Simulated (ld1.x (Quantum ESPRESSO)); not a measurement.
# An all-electron radial function and its pseudo partner (phosphorus)

Columns: radius, all-electron u(r) and pseudo u(r) of the 3s shell (level -14.62 eV) of phosphorus in the configuration [Ne] 3s1 3p4; PBEsol, scalar-relativistic, PAW scheme, ld1.x (Quantum ESPRESSO) 7.5.

```
r (bohr)  all-electron  pseudo
   0.108        0.0969  0.1020
   0.215       -0.2261  0.2013
   0.322       -0.3743  0.2968
   0.430       -0.3403  0.3877
   0.538       -0.1992  0.4717
   0.645       -0.0165  0.5469
   0.752        0.1700  0.6131
   0.860        0.3408  0.6702
   0.968        0.4845  0.7174
   1.075        0.5975  0.7540
   1.182        0.6825  0.7810
   1.290        0.7420  0.7987
   1.398        0.7783  0.8073
   1.505        0.7948  0.8074
   1.612        0.7957  0.7998
   1.720        0.7840  0.7846
   1.828        0.7624  0.7625
   1.935        0.7340  0.7340
   2.042        0.7007  0.7007
   2.150        0.6637  0.6637
   2.258        0.6248  0.6248
   2.365        0.5854  0.5854
   2.472        0.5461  0.5461
   2.580        0.5070  0.5070
   2.688        0.4692  0.4692
   2.795        0.4332  0.4332
```

How many radial nodes do the two functions have?

The all-electron 3s function has n − l − 1 = 2; the pseudo-wave has 0, since the states of the same l below it are removed with the core.

At about which radius was the pseudo-wave matched?

1.85 bohr, where the columns begin to agree (steps of 0.11 bohr).

Where does each function peak?

Outermost all-electron maximum near 1.61 bohr, pseudo maximum near 1.50 bohr (to the table’s step).

Is the pseudo-wave norm-conserving?

No, it belongs to a PAW set: the norm inside the radius is not constrained, and the difference is carried by the augmentation charge.
